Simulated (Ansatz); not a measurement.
Total energies of `[OH][Mo]([OH])(=[S])=[S]`.

Z-matrix (Å, degrees):
```
Mo
O 1 1.860
S 1 2.099 2 109.9
O 1 1.860 2 110.4 3 119.6
S 1 2.099 2 108.5 3 -119.8
H 2 0.962 1 120.9 3 -18.7
H 4 0.962 1 120.9 2 100.9
```

Charge 0, multiplicity 1. Correlated methods include outer-core shells of Mo, which these sets cover unevenly. Mo: def2 effective core potential. The geometry is a stationary point of PBE0-D4/def2-TZVP. It is one conformer, not always the lowest. Basis def2-TZVPP, Ansatz 0.2.0.

RPA on PBE orbitals: Hartree–Fock energy of these orbitals -1013.57735 Eh, correlation -2.08672 Eh (frozen core).

```csv
functional,energy without D4 (Eh),D4 term (kJ/mol)
PBE,-1016.07965,-24.8
revPBE,-1016.40585,-59.8
r2SCAN,-1016.45074,-5.6
B97M-V,-1016.28261,–
PBE0,-1016.06353,-21.3
r2SCANh,-1016.40245,-6.1
r2SCAN0,-1016.33205,-6.9
HSE06 (plane-wave form),-1016.04288,-20.2
BHLYP,-1016.28070,-36.6
CAM-B3LYP,-1016.42601,-22.2
LC-ωPBE,-1016.17050,–
ωB97X-V,-1016.27461,–
B2PLYP,-1016.10361,–
PBE-QIDH,-1015.81635,–
```

Task: Give the same for LDA (SPW92), BLYP, B3LYP, ωB97M-V. (An estimate is asked.)

Result: The calculation gave: 
```csv
functional,energy without D4 (Eh),D4 term (kJ/mol)
LDA (SPW92),-1012.62998,–
BLYP,-1016.50277,-52.6
B3LYP,-1016.57403,-40.8
ωB97M-V,-1016.32006,–
```

B3LYP takes the VWN-RPA correlation (the form of Gaussian; ORCA's B3LYP/G). HSE06 is the plane-wave form, built on full-range PBE exchange. The double hybrids freeze the cores in their second-order part.

LC-ωPBE has ω = 0.4 bohr⁻¹.
